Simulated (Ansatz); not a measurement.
Input and output for H10Si4, SMILES `[SiH3][SiH]([SiH3])[SiH3]`.

```yaml
crystal:
  periodic: [false, false, false]
  atoms:
    - {symbol: Si, position_ang: [-1.497393, 0.553052, -1.522362]}
    - {symbol: Si, position_ang: [-0.466974, -0.050869, 0.486861]}
    - {symbol: Si, position_ang: [1.102185, 1.576234, 1.081686]}
    - {symbol: Si, position_ang: [0.601659, -2.113703, 0.229387]}
    - {symbol: H, position_ang: [-2.497917, -0.469177, -1.932307]}
    - {symbol: H, position_ang: [-2.182743, 1.867288, -1.391485]}
    - {symbol: H, position_ang: [-0.463948, 0.660205, -2.587605]}
    - {symbol: H, position_ang: [-1.498816, -0.158521, 1.559913]}
    - {symbol: H, position_ang: [2.128117, 1.680299, 0.008906]}
    - {symbol: H, position_ang: [1.781603, 1.215402, 2.355357]}
    - {symbol: H, position_ang: [0.451011, 2.903954, 1.246591]}
    - {symbol: H, position_ang: [1.284172, -2.517048, 1.488580]}
    - {symbol: H, position_ang: [1.620857, -2.004165, -0.849253]}
    - {symbol: H, position_ang: [-0.374815, -3.172051, -0.145367]}
basis:
  gaussian: {orbitals: def2-SVPD}
hamiltonian: {xc: {name: wB97X-V}, pseudopotentials: {relativity: scalar}}
accuracy: high
scf: {lower_state_search: full}
output: {forces: true}
```

```sh
$ ansatz run in.yaml --threads 4 --pin off --events-out ev --progress --plain --max-ram 10444MiB
```

It prints (some lines left out):

```
Functional definition: wB97X-V
3458 factors; integrals over basis functions are off by at most 3.5e-9 eV
760 factors; integrals over basis functions are off by at most 2.0e-9 eV
mean field evaluation 1: about -31716.9900 eV, gradient 1.0e1 eV
mean field evaluation 2: about -31717.0416 eV, gradient 1.0e1 eV
mean field evaluation 4: about -31717.6663 eV, gradient 1.4e0 eV
mean field evaluation 8: about -31717.6745 eV, gradient 9.1e-3 eV
mean field evaluation 16: about -31717.6745 eV, gradient 3.2e-6 eV
mean field -31717.67454907 eV, -1165.6030406665 hartree, gradient 3.0e-8 eV, S^2 0.000000; 0 other end points of the search recorded, 0 dependent functions left out
reference -31717.67454877 eV, -1165.6030406553 hartree; 33, 33 occupied and 143, 143 virtual orbitals, 3458 factors
Total energy: -31717.67454877 eV, -1165.6030406553 hartree
Relativity: scalar
Atom 0 at    -1.497393     0.553052    -1.522362 Å, force    -0.015580     0.002878    -0.003869 eV/Å
Atom 1 at    -0.466974    -0.050869     0.486861 Å, force    -0.016011    -0.001344     0.017019 eV/Å
Atom 2 at     1.102185     1.576234     1.081686 Å, force     0.001617     0.009096     0.012583 eV/Å
Atom 3 at     0.601659    -2.113703     0.229387 Å, force    -0.001712    -0.013859     0.007517 eV/Å
Atom 4 at    -2.497917    -0.469177    -1.932307 Å, force    -0.051730    -0.059535    -0.020785 eV/Å
Atom 5 at    -2.182743     1.867288    -1.391485 Å, force    -0.033727     0.073490     0.010075 eV/Å
Atom 6 at    -0.463948     0.660205    -2.587605 Å, force     0.063460     0.007523    -0.069649 eV/Å
Atom 7 at    -1.498816    -0.158521     1.559913 Å, force    -0.060085    -0.006399     0.062337 eV/Å
Atom 8 at     2.128117     1.680299     0.008906 Å, force     0.066796     0.008786    -0.066637 eV/Å
Atom 9 at     1.781603     1.215402     2.355357 Å, force     0.037155    -0.024473     0.068212 eV/Å
Atom 10 at     0.451011     2.903954     1.246591 Å, force    -0.038627     0.071505     0.005030 eV/Å
Atom 11 at     1.284172    -2.517048     1.488580 Å, force     0.038316    -0.017467     0.069705 eV/Å
Atom 12 at     1.620857    -2.004165    -0.849253 Å, force     0.065796     0.004224    -0.067854 eV/Å
Atom 13 at    -0.374815    -3.172051    -0.145367 Å, force    -0.055667    -0.054424    -0.023685 eV/Å
Dipole moment:    -0.022245    -0.002400     0.023263 e Å
```

It took 54 s on 4 threads of an Arm Neoverse V2 on a shared host, with 1.5 GiB of host memory at the peak.
